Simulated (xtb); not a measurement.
B₃H₂O₃, SMILES O1BOBO[B]1 (connectivity only; charge and spin as stated), charge +1, multiplicity 1. All values are semi-empirical tight-binding results from xtb (GFN2-xTB unless named), good for trends rather than for accurate numbers. Geometry: GFN2-xTB. The multiplicity is an assumed one; other spin states were not compared. The isomer is the one that the SMILES or the coordinates give; other isomers of the formula were not compared.

```json
{
  "point_group_as_xtb_finds_it": "C2v",
  "orbital_gap": "4.14 eV",
  "zero_point_energy": "26.4 kcal/mol",
  "G − E(el) at 298.15 K (modified RRHO)": "9.4 kcal/mol",
  "static polarisability (D4 model)": "45.6 bohr³",
  "solvation energy, GFN2-xTB/ALPB(water)": "-52.9 kcal/mol",
  "solvation energy, GFN2-xTB/ALPB(octanol)": "-46.1 kcal/mol"
}
```

Question: Give the IR lines (harmonic; lines under 4 % of the strongest left out, lines within 3 cm⁻¹ merged). (Estimate from the structure and the level; the computed values follow.)

Answer: ν (cm⁻¹): 410 (w), 551 (m), 584 (w), 743 (m), 828 (m), 911 (w), 1109 (s), 1225 (w), 1251 (m), 1783 (vs) (against the strongest line: vs over 80 %, s over 45 %, m over 15 %, w over 4 %, vw less)
